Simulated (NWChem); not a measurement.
System meant: GeH4S3; SMILES [SH][GeH]([SH])[SH]

NWChem input:

```
start job
memory heap 200 mb stack 900 mb global 1100 mb
geometry units angstroms noautoz
  Ge    -0.002866     0.052811    -0.349111
  S     -1.742961    -1.053199     0.563631
  S      0.137390     2.211495     0.245382
  S      1.849918    -0.995306     0.372891
  H     -0.133306     0.076309    -1.888752
  H     -2.663126    -0.483602    -0.247326
  H      0.141979     1.963745     1.573652
  H      1.370430    -2.237246     0.134442
end
basis spherical
  * library def2-svp
end
dft
  xc b3lyp
  iterations 4
  mulliken
end
task dft energy
```

End of the output:

```
    Atom       Charge   Shell Charges
 -----------   ------   -------------------------------------------------------
    1 Ge  32    32.02   2.00  2.00  1.94  0.84  0.37  5.99  5.82  1.36  1.17  7.80  2.05  0.69
    2 S   16    15.97   2.00  1.95  0.99  0.68  5.81  1.89  2.60  0.05
    3 S   16    15.95   2.00  1.95  0.99  0.67  5.81  1.89  2.59  0.05
    4 S   16    15.96   2.00  1.95  0.99  0.68  5.81  1.88  2.59  0.05
    5 H    1     1.06   0.61  0.42  0.03
    6 H    1     1.01   0.62  0.31  0.08
    7 H    1     1.01   0.62  0.31  0.08
    8 H    1     1.01   0.62  0.31  0.08

 center of mass
 --------------
 x =   0.00731324 y =   0.01649939 z =  -0.03780019

 moments of inertia (a.u.)
 ------------------
         951.428742870709           0.000000000000          -0.000000000000
           0.000000000000         867.366184990801           0.000000000000
          -0.000000000000           0.000000000000        1605.221002138969

     Multipole analysis of the density
     ---------------------------------

     L   x y z        total         alpha         beta         nuclear
     -   - - -        -----         -----         ----         -------
     0   0 0 0     -0.000000    -42.000000    -42.000000     84.000000

     1   1 0 0     -0.257245     -0.128623     -0.128623      0.000000
     1   0 1 0     -0.312565     -0.156283     -0.156283     -0.000000
     1   0 0 1     -0.244995     -0.122497     -0.122497      0.000000

     2   2 0 0    -43.472172   -220.965633   -220.965633    398.459094
     2   1 1 0     -0.964909      0.489520      0.489520     -1.943949
     2   1 0 1      0.653872      0.235282      0.235282      0.183308
     2   0 2 0    -44.988682   -240.669459   -240.669459    436.350236
     2   0 1 1      1.972668     -2.000099     -2.000099      5.972866
     2   0 0 2    -42.280067    -52.149665    -52.149665     62.019264

 ------------------------------------------------------------------------
 dft energy failed                                                                                  0
 ------------------------------------------------------------------------
 ------------------------------------------------------------------------
  current input line :
    21: task dft energy
 ------------------------------------------------------------------------
 ------------------------------------------------------------------------
 This type of error is most commonly associated with calculations not reaching convergence criteria
 ------------------------------------------------------------------------
 For more information see the NWChem manual at https://nwchemgit.github.io

0:dft energy failed:Received an Error in Communication
```

Question: What is wrong, and how is it mended?

Answer: Convergence was not reached. Cause: the SCF was allowed too few iterations. This input runs:
```
start job
memory heap 200 mb stack 900 mb global 1100 mb
geometry units angstroms noautoz
  Ge    -0.002866     0.052811    -0.349111
  S     -1.742961    -1.053199     0.563631
  S      0.137390     2.211495     0.245382
  S      1.849918    -0.995306     0.372891
  H     -0.133306     0.076309    -1.888752
  H     -2.663126    -0.483602    -0.247326
  H      0.141979     1.963745     1.573652
  H      1.370430    -2.237246     0.134442
end
basis spherical
  * library def2-svp
end
dft
  xc b3lyp
  iterations 150
  mulliken
end
task dft energy
```
It converges to -3273.51853 Ha (B3LYP/def2-SVP).
